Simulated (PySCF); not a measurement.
How methods differ on the ionisation energy of Ga+

Ga+ [Ar] 3d10 4s2 (1S) → Ga(2+) [Ar] 3d10 4s1 (2S), as a difference of total energies. All numbers are calculated (PySCF 2.14, the non-relativistic Hamiltonian (point nucleus), in dyall-av2z). Correlated levels: valence: [Ar] 3d10 frozen; virtual orbitals above 40 to 60 times the deepest correlated orbital energy dropped. The calculations carry no spin-orbit coupling.

```tsv
method	ionisation energy (eV)	difference from reference (eV)
UHF	18.440	-2.075
MP2 (valence)	19.126	-1.389
SCS-MP2 (valence)	19.263	-1.252
CCSD (valence)	19.447	-1.068
```

Reference: 20.515 eV (measured; NIST Atomic Spectra Database, ionization energies).

These non-relativistic numbers lack the scalar-relativistic shift.

Errors of the correlated levels include the incompleteness of this basis and the frozen core.

With two correlated electrons CCSD is exact in that space.
